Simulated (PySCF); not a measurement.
# Stretching AlSb⁺

Set-up: PySCF, scalar-relativistic core potentials, basis sets Al def2-SVPD, Sb def2-SVPD with ECP28. Energies in eV from Al⁺ + Sb in their ground configurations at the same level. State: ⁴Σ⁻ (quartet), unpaired electrons σ ↑, π ↑↑.

All columns are PBE0. A positive dipole points towards Sb; it is taken about the centre of mass and depends on that origin.

| R (Å) | E (eV) | μ (D) | Mulliken charge on Al (basis-dependent) | HOMO (eV) | LUMO (eV) | Mayer bond order | ⟨S²⟩ |
| --- | --- | --- | --- | --- | --- | --- | --- |
| 2.425 | -0.555 | -4.57 | 0.64 | -11.94 | -9.13 | 1.32 | 3.76 |
| 2.538 | -0.780 | -4.90 | 0.67 | -11.94 | -8.90 | 1.20 | 3.76 |
| 2.651 | -0.892 | -5.25 | 0.69 | -11.94 | -8.89 | 1.09 | 3.76 |
| 2.735 | -0.927 | -5.53 | 0.70 | -11.92 | -8.89 | 1.00 | 3.76 |
| 2.820 | -0.935 | -5.82 | 0.71 | -11.90 | -8.86 | 0.92 | 3.76 |
| 2.905 | -0.923 | -6.13 | 0.72 | -11.78 | -8.83 | 0.84 | 3.76 |
| 3.017 | -0.888 | -6.57 | 0.73 | -11.64 | -8.76 | 0.76 | 3.76 |
| 3.158 | -0.828 | -7.16 | 0.73 | -11.47 | -8.66 | 0.67 | 3.76 |
| 3.328 | -0.746 | -7.92 | 0.74 | -11.27 | -8.52 | 0.58 | 3.76 |
| 3.553 | -0.639 | -9.00 | 0.76 | -11.02 | -8.31 | 0.50 | 3.76 |

A fit through these points gives, at Re = 2.805 Å, μ = -5.77 D and dμ/dR = -3.52 D/Å; the reduced mass is 22.06 u.

**Question.** How strong is the fundamental in the double-harmonic approximation, I = 42.26·(dμ/dR)²/μred km/mol?

**Answer.** I = 42.26·(-3.52)²/22.06 = 23.7 km/mol at PBE0.

These are scalar-relativistic numbers at best; spin–orbit coupling would shift them, the dissociation energy most. For an ion De counts to the pair picked by the measured ionisation energies or electron affinities, which need not be the lowest pair at this level. The state is the lowest determinant that a PBE0 search found; another state may lie lower at other levels.
